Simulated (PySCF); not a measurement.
Open-shell species derived from `Fc1ccsc1F`. All by UKS B3LYP (pcH-1 on C F H S) in PySCF, non-relativistic with spin–orbit coupling as a perturbation, on GFN2-xTB geometries; isolated species, one conformer each; SCF stability not tested. Couplings are magnitudes for isotopes of over 50 % abundance, averaged over nuclei equivalent by connectivity (but not across a short bond from an atom whose three angles sum to over 350°); populations are Mulliken's. A GFN2-xTB geometry isn't a minimum of the functional, and hyperfine couplings can be far from their values at a DFT geometry, by a factor of two or more for some ions and for spin on atoms past the first row.

```csv
species,change,⟨S²⟩,g1,g2,g3,largest spin population on,largest couplings
FC1=C(F)SC[CH]1,H added to aryl C,0.769,2.0019,2.0052,2.0072,carbon bonded to 2 C and H (0.54),"2 × 1H 97 MHz, 1 × 19F 91 MHz, 1 × 1H 37 MHz, 1 × 19F 26 MHz"
F[C]1C=CS[C@@H]1F,H added to aryl C,0.771,2.0014,2.0036,2.0062,"carbon bonded to C, S and H (0.57)","1 × 19F 348 MHz, 1 × 19F 88 MHz, 1 × 1H 49 MHz, 1 × 1H 41 MHz, and 1 smaller"
```

Problem. Predict the same entries for `FC1=C(F)S[CH][CH+]1` [radical] (charge +1) (electron removed).

Solution. ⟨S²⟩: 0.764; g1: 2.0019; g2: 2.0027; g3: 2.0065; largest spin population on: carbon bonded to C, S and H (0.43); largest couplings: 1 × 19F 91 MHz, 1 × 19F 72 MHz, 1 × 1H 31 MHz, 1 × 1H 5 MHz. Largest spin populations (Mulliken): C6 (+0.43), C3 (+0.36), C2 (+0.27) and C7 (-0.13). Three atoms exceed +0.15. The positive populations add up to 1.19 and the negative ones to -0.19, together 2S = 1. (Numbering: [F:1][C:2]1=[C:3]([F:4])[S:5][CH:6][CH+:7]1 (hydrogens: H8 on C6; H9 on C7).)

Problem. How many first-order lines does each doublet give under fast tumbling, over what width, and where is its centre at 9.5 GHz?

Solution. 
```csv
species,lines,width (mT),centre (mT)
FC1=C(F)S[CH][CH+]1 (charge +1 and doublet state),16,7.1,338.75
FC1=C(F)SC[CH]1,24,12.4,338.57
F[C]1C=CS[C@@H]1F,32,19.1,338.75
```

Splittings under 0.05 mT aren't counted.

The drawing needn't show where the spin sits: the atom drawn as the radical centre holds a spin population of 0.43 in FC1=C(F)S[CH][CH+]1 (charge +1 and doublet state), 0.54 in FC1=C(F)SC[CH]1 and 0.49 in F[C]1C=CS[C@@H]1F.
